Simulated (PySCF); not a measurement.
PySCF input for C5H5F, SMILES CC#CC(F)=C, B3LYP-D3(BJ)/def2-SVP. Coordinates come from a B3LYP-D3(BJ)/def2-SVP optimisation.

```python
import numpy as np
from pyscf import gto, scf, dft, df
from pyscf.hessian import thermo

mol = gto.M(
    atom='''
    C    -2.22752956    0.15069412    0.19890984
    C    -1.03606199    0.30883650   -0.39012618
    F    -0.96185230    0.89926247   -1.60045615
    C     0.22743352   -0.09272749    0.13600089
    C     1.30714033   -0.43181183    0.57717762
    C     2.60039879   -0.83841288    1.10694590
    H    -2.29487616   -0.32536222    1.17633950
    H    -3.13554357    0.49767977   -0.29703449
    H     2.71405890   -1.93494296    1.08367500
    H     2.72316927   -0.50873906    2.15174411
    H     3.42157589   -0.40146842    0.51593282
    ''',
    basis='def2-SVP',
    charge=0,
    spin=0,
    max_memory=1600,
    verbose=3,
)
mf = dft.RKS(mol, xc='b3lyp').density_fit(auxbasis='def2-universal-jkfit')
mf.disp = 'd3bj'
mf.grids.level = 3
mf.conv_tol = 1e-11
mf.max_cycle = 100
mf.kernel()

# [left out here: the lines that compute and print the analytic Hessian (its translational invariance restored by hand, since the grid's response is missing), thermochemistry and intensities]
```

Output:

```
[...]
Irrep
Freq [cm^-1]                      576.7881            641.7788            697.8216
Reduced mass [au]                   6.7348              5.2414              3.6482
Force const [Dyne/A]                1.3201              1.2719              1.0467
Char temp [K]                     829.8696            923.3767           1004.0099
Normal mode                   x     y     z       x     y     z       x     y     z
       0   C                -0.04  0.00  0.01   -0.00 -0.02 -0.01    0.13  0.01 -0.04
       1   C                -0.01 -0.03  0.05    0.02  0.19  0.10    0.12 -0.02  0.02
       2   F                 0.05 -0.04  0.07   -0.00 -0.03 -0.01   -0.04 -0.02  0.05
       3   C                 0.09  0.08 -0.19   -0.01 -0.13 -0.07   -0.02 -0.02  0.05
       4   C                -0.05 -0.02  0.04    0.00  0.04  0.02   -0.02  0.01 -0.02
       5   C                -0.05  0.01 -0.02    0.00  0.00  0.00   -0.12  0.04 -0.05
       6   H                -0.19  0.02  0.00   -0.01 -0.04 -0.02   -0.07  0.03 -0.05
       7   H                 0.04  0.05 -0.11   -0.03 -0.30 -0.15    0.27  0.09 -0.24
       8   H                -0.01  0.02 -0.04   -0.04  0.00 -0.02   -0.14  0.04 -0.05
       9   H                 0.02  0.01 -0.02    0.02 -0.02  0.01   -0.14  0.05 -0.05
      10   H                -0.11  0.05 -0.08    0.01 -0.01  0.00   -0.12  0.04 -0.05
Mode                                 9                  10                  11
Irrep
Freq [cm^-1]                      722.7486            871.7141            949.9091
Reduced mass [au]                   1.1232              1.4011              2.2001
Force const [Dyne/A]                0.3457              0.6273              1.1697
Char temp [K]                    1039.8743           1254.2025           1366.7077
Normal mode                   x     y     z       x     y     z       x     y     z
       0   C                 0.00  0.01  0.00   -0.01 -0.13 -0.06   -0.01 -0.06  0.12
       1   C                -0.01 -0.06 -0.03    0.01  0.06  0.03    0.00 -0.03  0.06
       2   F                 0.00  0.04  0.02   -0.00 -0.00 -0.00    0.02  0.05 -0.11
       3   C                -0.00 -0.02 -0.01   -0.00 -0.01 -0.00    0.01 -0.01  0.02
       4   C                -0.00  0.01  0.00    0.00  0.00 -0.00    0.01 -0.00  0.00
       5   C                 0.00 -0.00 -0.00   -0.00  0.00  0.00   -0.02  0.01 -0.01
       6   H                 0.07  0.65  0.32    0.06  0.52  0.26   -0.52  0.00  0.12
       7   H                -0.06 -0.53 -0.26    0.06  0.53  0.26    0.24  0.09 -0.24
       8   H                -0.00 -0.00  0.00   -0.00  0.00 -0.00   -0.02  0.00 -0.01
       9   H                -0.00 -0.00 -0.00    0.00 -0.00  0.00   -0.02  0.01 -0.01
      10   H                 0.01  0.00  0.01   -0.00 -0.00 -0.00   -0.02  0.01 -0.01
Mode                                12                  13                  14
Irrep
Freq [cm^-1]                     1031.7775           1033.5766           1076.8119
Reduced mass [au]                   1.4140              1.4296              3.3470
Force const [Dyne/A]                0.8869              0.8998              2.2866
Char temp [K]                    1484.4981           1487.0866           1549.2926
Normal mode                   x     y     z       x     y     z       x     y     z
       0   C                 0.00  0.00  0.00   -0.00  0.00  0.00   -0.08  0.02 -0.03
       1   C                -0.00  0.00 -0.00    0.00 -0.00  0.00    0.03 -0.03  0.06
       2   F                -0.00 -0.00  0.00    0.00  0.00 -0.00   -0.01  0.02 -0.05
       3   C                 0.00  0.01  0.00   -0.00 -0.00  0.01    0.13 -0.04  0.04
       4   C                -0.02 -0.09 -0.03    0.04  0.02 -0.08    0.10 -0.03  0.04
       5   C                 0.02  0.12  0.04   -0.06 -0.03  0.12   -0.11  0.04 -0.04
       6   H                 0.00  0.01  0.00   -0.00  0.01  0.00    0.12 -0.01 -0.02
       7   H                 0.00 -0.01 -0.01   -0.01 -0.02 -0.00   -0.26 -0.08  0.22
       8   H                -0.52  0.06 -0.27    0.20  0.01 -0.24   -0.17  0.03 -0.07
       9   H                 0.25 -0.34  0.15    0.50  0.00  0.03   -0.17  0.05 -0.04
      10   H                 0.17 -0.30 -0.07   -0.45  0.12 -0.33   -0.14  0.06 -0.08
Mode                                15                  16                  17
Irrep
Freq [cm^-1]                     1329.3743           1384.5430           1399.5484
Reduced mass [au]                   4.1261              1.1816              1.4373
Force const [Dyne/A]                4.2963              1.3345              1.6587
Char temp [K]                    1912.6736           1992.0491           2013.6386
Normal mode                   x     y     z       x     y     z       x     y     z
       0   C                 0.01 -0.02  0.05    0.02  0.01 -0.02    0.02  0.01 -0.02
       1   C                -0.07  0.10 -0.18    0.08 -0.00 -0.02    0.07 -0.02  0.02
       2   F                 0.00 -0.03  0.06   -0.01 -0.00  0.01   -0.00  0.00 -0.00
       3   C                 0.05 -0.02  0.03   -0.01  0.00 -0.00   -0.04  0.01 -0.02
       4   C                 0.07 -0.02  0.03   -0.02  0.01 -0.01   -0.04  0.01 -0.02
       5   C                -0.02  0.01 -0.01   -0.06  0.02 -0.02    0.11 -0.03  0.05
       6   H                -0.34  0.02  0.04   -0.50  0.06 -0.02   -0.31  0.05 -0.02
       7   H                 0.03 -0.01  0.01   -0.29 -0.17  0.41   -0.21 -0.12  0.30
       8   H                -0.13 -0.00 -0.05    0.28  0.04  0.12   -0.34 -0.07 -0.14
       9   H                -0.13  0.05 -0.01    0.28 -0.14 -0.01   -0.34  0.16  0.03
      10   H                -0.10  0.06 -0.08    0.20 -0.15  0.20   -0.22  0.18 -0.25
Mode                                18                  19                  20
Irrep
Freq [cm^-1]                     1441.5894           1442.8858           1710.1050
Reduced mass [au]                   1.0376              1.0375              6.4967
Force const [Dyne/A]                1.2704              1.2726             11.1942
Char temp [K]                    2074.1262           2075.9914           2460.4603
Normal mode                   x     y     z       x     y     z       x     y     z
       0   C                -0.00 -0.00  0.00    0.00  0.00 -0.00   -0.16 -0.02  0.07
       1   C                -0.00 -0.00 -0.00   -0.00  0.00 -0.00    0.19  0.02 -0.08
       2   F                -0.00  0.00  0.00    0.00  0.00  0.00   -0.01 -0.01  0.01
       3   C                -0.00 -0.00 -0.00    0.00  0.00 -0.00   -0.02  0.00  0.00
       4   C                 0.00  0.02  0.01   -0.01 -0.01  0.02   -0.03  0.01 -0.01
       5   C                 0.01  0.04  0.02   -0.02 -0.01  0.04    0.01 -0.00  0.00
       6   H                 0.00  0.00  0.00   -0.01  0.00 -0.00    0.16 -0.07  0.10
       7   H                 0.00 -0.00 -0.00   -0.00 -0.00  0.00   -0.02  0.09 -0.17
       8   H                 0.43  0.07  0.02    0.17  0.03 -0.65   -0.00 -0.00 -0.00
       9   H                -0.45 -0.31  0.17   -0.09  0.54 -0.14    0.00  0.00  0.00
      10   H                -0.07 -0.47 -0.47    0.24 -0.34  0.13    0.01 -0.00  0.00
Mode                                21                  22                  23
Irrep
Freq [cm^-1]                     2350.9557           3022.8483           3100.1030
Reduced mass [au]                  11.9306              1.0356              1.1032
Force const [Dyne/A]               38.8509              5.5756              6.2469
Char temp [K]                    3382.5019           4349.2056           4460.3580
Normal mode                   x     y     z       x     y     z       x     y     z
       0   C                 0.00 -0.00  0.00    0.00  0.00 -0.00   -0.00 -0.00 -0.00
       1   C                 0.03 -0.01  0.01   -0.00  0.00 -0.00   -0.00  0.00  0.00
       2   F                 0.00 -0.00  0.00   -0.00  0.00 -0.00    0.00  0.00 -0.00
       3   C                -0.18  0.06 -0.07    0.00 -0.00  0.00    0.00  0.00  0.00
       4   C                 0.18 -0.06  0.07   -0.00  0.00 -0.00   -0.00  0.00 -0.00
       5   C                -0.02  0.01 -0.01   -0.04  0.02 -0.02    0.01  0.08  0.04
       6   H                 0.00 -0.00  0.00    0.00  0.00 -0.00    0.00  0.00 -0.00
       7   H                -0.00 -0.00  0.00    0.00 -0.00  0.00    0.00 -0.00  0.00
       8   H                -0.01  0.00 -0.01    0.05 -0.59 -0.02    0.07 -0.71 -0.01
       9   H                -0.01  0.01 -0.00    0.06  0.18  0.54   -0.06 -0.17 -0.58
      10   H                -0.01  0.00 -0.01    0.39  0.22 -0.29   -0.10 -0.04  0.09
Mode                                24                  25                  26
Irrep
Freq [cm^-1]                     3106.2831           3173.8726           3284.7553
Reduced mass [au]                   1.1031              1.0613              1.1199
Force const [Dyne/A]                6.2714              6.2991              7.1192
Char temp [K]                    4469.2498           4566.4960           4726.0315
Normal mode                   x     y     z       x     y     z       x     y     z
       0   C                -0.00  0.00 -0.00   -0.06 -0.00  0.02   -0.04  0.04 -0.08
       1   C                -0.00  0.00 -0.00    0.01  0.00 -0.00   -0.00  0.00 -0.00
       2   F                -0.00 -0.00 -0.00   -0.00  0.00 -0.00   -0.00 -0.00  0.00
       3   C                 0.00 -0.00 -0.00    0.00 -0.00  0.00    0.00 -0.00 -0.00
       4   C                -0.00  0.00 -0.00   -0.00  0.00 -0.00    0.00 -0.00  0.00
       5   C                 0.04  0.03 -0.07    0.00 -0.00  0.00   -0.00 -0.00  0.00
       6   H                -0.00  0.00 -0.00    0.03  0.28 -0.56   -0.05 -0.31  0.64
       7   H                 0.00 -0.00  0.00    0.61 -0.23  0.34    0.51 -0.19  0.27
       8   H                 0.03 -0.25 -0.02   -0.00  0.00 -0.00    0.00  0.00 -0.00
       9   H                 0.06  0.15  0.44    0.00  0.00 -0.00    0.00  0.00 -0.00
      10   H                -0.58 -0.31  0.42    0.00  0.00 -0.00   -0.00  0.00 -0.00
temperature 298.1500 [K]
pressure 101325.00 [Pa]
Rotational constants [GHz] 10.02795 1.71689 1.47965
Symmetry number 1
Zero-point energy (ZPE) 0.08142 [Eh]   213767.941 [J/mol]
                           tot       elec      trans        rot        vib
Entropy [J/mol/K]       367.244      0.000    164.019    112.702     90.522
Cv [J/mol/K]             94.356      0.000     12.472     12.472     69.412
Cp [J/mol/K]            102.670      0.000     20.786     12.472     69.412
Internal energy [J/mol]                      3718.434   3718.434 224423.209
Internal energy [Eh]   -293.00327  -293.09158
Enthalpy [J/mol]                             6197.391   3718.434 224423.209
Enthalpy [Eh]          -293.00232
Gibbs free energy [J/mol]                  -42705.010 -29883.767 197434.094
Gibbs free energy [Eh] -293.04403
mode   freq/cm-1   IR/(km/mol)
   1        2.75         0.087
   2      114.88         2.265
   3      159.10         3.599
   4      330.38         2.623
   5      374.28         1.216
   6      408.03         4.377
   7      576.79         0.276
   8      641.78         0.171
   9      697.82        10.037
  10      722.75         0.277
  11      871.71        49.081
  12      949.91        38.990
  13     1031.78         3.114
  14     1033.58         2.317
  15     1076.81        20.901
  16     1329.37       136.416
  17     1384.54         0.636
  18     1399.55        13.991
  19     1441.59         8.354
  20     1442.89         7.724
  21     1710.10        98.540
  22     2350.96        47.276
  23     3022.85        18.184
  24     3100.10         3.728
  25     3106.28         2.965
  26     3173.87         2.520
  27     3284.76         0.107
max |gradient| / (hartree/bohr): 0.00017551322241270978
APT charges: [-3.013e-01  8.358e-01 -5.223e-01 -2.775e-01  5.150e-02  7.480e-02
  6.430e-02  7.020e-02 -4.700e-03 -7.000e-04  9.900e-03]
```

The calculation finished and met its thresholds.
